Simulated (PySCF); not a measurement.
# Core binding energy against partial charge

Compound: C8H11N.
Numbering: `[CH3:1][CH2:2][NH:3][c:4]1[cH:5][cH:6][cH:7][cH:8][cH:9]1`

Binding energies: PySCF, delta-SCF UKS SCAN, pcX-2 on the ionised atom, pcseg-1 elsewhere, spin-free X2C. Charges: PBE0/pcSseg-1 ground-state density, for the ionised atom.

```csv
atom,environment,C 1s (eV),Mulliken (e),IAO (e),Hirshfeld (e),ESP (e)
C7,aromatic CH carbon,289.41,-0.099,-0.191,-0.076,-0.268
C5,aromatic CH carbon,289.57,-0.138,-0.217,-0.082,-0.264
C6,aromatic CH carbon,289.84,-0.077,-0.136,-0.053,-0.117
C1,methyl carbon,290.95,-0.290,-0.412,-0.113,-0.476
C4,aromatic carbon bearing nitrogen,291.05,+0.182,+0.118,+0.049,+0.408
C2,sp3 carbon bound to nitrogen,291.66,-0.069,-0.136,-0.015,+0.402
```

Question: How well does each charge scheme correlate with the binding energies over these sites?

Answer: ESP: r = 0.62, slope 1.5 eV per e; Hirshfeld: r = 0.48, slope 7.7 eV per e; Mulliken: r = 0.19, slope 1.2 eV per e; IAO: r = 0.17, slope 0.9 eV per e. ESP charges have the highest r, on only 6 points.

Question: The point-charge model writes a binding energy as kq + V + constant, with V the potential of the other atoms' charges at the site. What does it give with the Mulliken charges?

Answer: V = Σ 14.40 eV Å × q/r over all other atoms: +0.13 eV at C7, +0.83 eV at C5, -0.21 eV at C6, +4.00 eV at C1, -5.23 eV at C4, -0.72 eV at C2. Fitting binding energy − V to q gives k = 20.6 eV per e and leaves an rms residual of 0.88 eV, against 0.83 eV for the fit on q alone. The model has no term for differences in relaxation between sites.

Spin contamination (⟨S²⟩ against 0.75 for a pure doublet) is marked for C 1s of C4 (0.89), which makes this value less certain. One conformer (not necessarily the lowest) at the PBE0-D3(BJ)/def2-SVP geometry, without solvent, vibrations or thermal averaging.

Conformer computed: `[CH3:1][CH2:2][NH:3][c:4]1[cH:5][cH:6][cH:7][cH:8][cH:9]1`: C1–C2–N3–C4 -178°, C2–N3–C4–C5 -12°.
